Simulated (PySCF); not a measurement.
C6H11O2 (doublet state).
Structure used (GFN2-xTB), in Å, numbered top down from 1:
```xyz
19
C6H11O2 angstrom
C      1.3117   -1.4973   -0.0278
C      0.4503   -0.4898   -0.0244
O      0.6691    0.7529   -0.5660
C      1.9110    0.9989   -1.1791
C     -0.9239   -0.5726    0.6153
C     -2.0054   -0.2884   -0.4529
C     -1.0066    0.3636    1.7688
O     -0.7362    1.6933    1.6248
H      1.0446   -2.4329    0.4250
H      2.2932   -1.4422   -0.4622
H      1.8739    2.0287   -1.5313
H      2.7346    0.8838   -0.4681
H      2.0701    0.3289   -2.0288
H     -1.0654   -1.5878    0.9919
H     -1.8826    0.7132   -0.8560
H     -2.9937   -0.3673   -0.0080
H     -1.9225   -1.0068   -1.2653
H     -1.5678    0.1304    2.6534
H     -0.2642    1.8006    0.7833
```

The hyperfine couplings belong to this conformer and change with its torsions.

As a line formula: `O(C)C(=C)[C@H](C)[CH]O` [radical].

Computed, not measured: UKS B3LYP, pcH-1 on C H O, non-relativistic, mean-field spin-orbit, GIAO (PySCF). Isolated species at its GFN2-xTB geometry (one conformer only). A GFN2-xTB geometry isn't a minimum of the functional, and hyperfine couplings can be far from their values at a DFT geometry. The SCF solution wasn't tested for stability.

(1) Break the g tensor into its mass correction, gauge correction and orbital-Zeeman/spin–orbit terms.

(2) At 9.657 GHz, how far is the centre of the isotropic spectrum from where a free electron (g = 2.002319) resonates?

(3) What effective moment and Curie constant follow for a powder?

(4) What are the electron Larmor frequencies g μB B/h along the three axes at 350 mT?

(5) In a frozen sample, at which fields do the three g values resonate at 9.5, 34, 94 and 263 GHz (hyperfine left aside), and which band first spreads them over more than twice a line width of 1.0 mT?

Answers

(1) 
| Δg (ppm) | 1 | 2 | 3 |
| --- | --- | --- | --- |
| relativistic mass correction | -200 | -200 | -200 |
| gauge correction | -3 | 40 | 54 |
| orbital Zeeman/spin–orbit | -27 | 999 | 2135 |
| total | -230 | 839 | 1989 |

So g = 2.00209, 2.00316, 2.00431 and g_iso = 2.00319; the tensor is rhombic: the two nearest values differ by 48 % of g3 − g1. Axes: g2 points within 15° of the C7–O8 bond and g3 points within 5° of the O8–H19 bond.

(2) B = hν/(g μB) with μB/h = 13.99624 MHz/mT gives 344.59 mT for the free electron and 344.44 mT at g_iso, 0.15 mT lower.

(3) With the mean of g² = 4.0128 and S(S+1) = 0.75: μ_eff = √(⟨g²⟩S(S+1)) = 1.735 μB and χT = 0.12505·⟨g²⟩·S(S+1) = 0.376 cm³ K/mol (cgs; spin-Hamiltonian part alone).

(4) 9.8076, 9.8128, 9.8185 GHz for g1, g2 and g3, a range of 10.9 MHz.

(5) 
| band | GHz | B(g3) mT | B(g2) mT | B(g1) mT | spread mT |
| --- | --- | --- | --- | --- | --- |
| X | 9.5 | 338.65 | 338.84 | 339.02 | 0.38 |
| Q | 34.0 | 1212.00 | 1212.70 | 1213.34 | 1.34 |
| W | 94.0 | 3350.83 | 3352.75 | 3354.54 | 3.71 |
| J | 263.0 | 9375.18 | 9380.57 | 9385.57 | 10.39 |

The spread grows in proportion to the frequency. W band is the first where it exceeds 2.0 mT.

The largest Mulliken spin populations are on C7 (+0.88) and O8 (+0.14). C7 is the only atom above +0.15. The angles at C7 add up to 357.2°, so it is nearly planar; its axial dipolar tensor and the negative coupling of its proton fit spin in a p orbital normal to that plane.

The HOMO–LUMO gaps are 4.77 eV among the α and 6.20 eV among the β orbitals.
